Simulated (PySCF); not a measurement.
Input for PySCF: D3(BJ) and D4 dispersion corrections on C3H10Si (SMILES CC[SiH2]C), a point of a torsion scan.

```python
from pyscf import gto
from pyscf.dispersion import dftd3, dftd4

mol = gto.M(
    atom='''
    C     1.93316238    0.27975605   -0.77452450
    C     0.92307903    0.44537085    0.35634642
    Si   -0.58939821   -0.70986054    0.21785491
    C    -0.05992812   -2.43723244   -0.36628669
    H     2.76016568    0.98006243   -0.66241640
    H     1.46464689    0.46264276   -1.73952750
    H     2.34268672   -0.72769238   -0.78044712
    H     1.43289776    0.27080943    1.30626922
    H     0.58327765    1.48192365    0.38162053
    H    -1.24134916   -0.79783748    1.53148913
    H    -1.53789204   -0.15353504   -0.75869656
    H     0.34806629   -2.40798476   -1.37262155
    H    -0.90585585   -3.11805240   -0.37664110
    H     0.69712692   -2.86682619    0.28445697
    ''',
    basis='def2-svp',
    charge=0, spin=0, verbose=0, max_memory=1800)
d3, d4 = {}, {}
for xc in ['hf', 'pbe', 'blyp', 'revpbe', 'tpss', 'r2scan', 'b3lyp', 'pbe0', 'bhlyp', 'camb3lyp', 'b2plyp']:
    d3[xc] = float(dftd3.DFTD3Dispersion(mol, xc=xc, version='d3bj', atm=False).get_dispersion()['energy'])
    print(f'D3(BJ) {xc:10s} {d3[xc]:14.8f} Eh')
for xc in ['hf', 'pbe', 'blyp', 'revpbe', 'tpss', 'r2scan', 'b3lyp', 'pbe0', 'bhlyp', 'camb3lyp', 'b2plyp']:
    d4[xc] = float(dftd4.DFTD4Dispersion(mol, xc={'camb3lyp': 'cam-b3lyp'}.get(xc, xc), atm=True).get_dispersion()['energy'])
    print(f'D4     {xc:10s} {d4[xc]:14.8f} Eh')
```

Program output:

```
D3(BJ) hf            -0.07710178 Eh
D3(BJ) pbe           -0.01032583 Eh
D3(BJ) blyp          -0.02170020 Eh
D3(BJ) revpbe        -0.02582170 Eh
D3(BJ) tpss          -0.01297813 Eh
D3(BJ) r2scan        -0.00296438 Eh
D3(BJ) b3lyp         -0.01775604 Eh
D3(BJ) pbe0          -0.00894952 Eh
D3(BJ) bhlyp         -0.01388341 Eh
D3(BJ) camb3lyp      -0.00806513 Eh
D3(BJ) b2plyp        -0.00826126 Eh
D4     hf            -0.03398838 Eh
D4     pbe           -0.00954042 Eh
D4     blyp          -0.02097889 Eh
D4     revpbe        -0.03032948 Eh
D4     tpss          -0.01286449 Eh
D4     r2scan        -0.00244981 Eh
D4     b3lyp         -0.01521606 Eh
D4     pbe0          -0.00805389 Eh
D4     bhlyp         -0.01110260 Eh
D4     camb3lyp      -0.00810255 Eh
D4     b2plyp        -0.00667285 Eh
```

The run finished.

Cost: about 0.05 core-seconds (a rough figure).
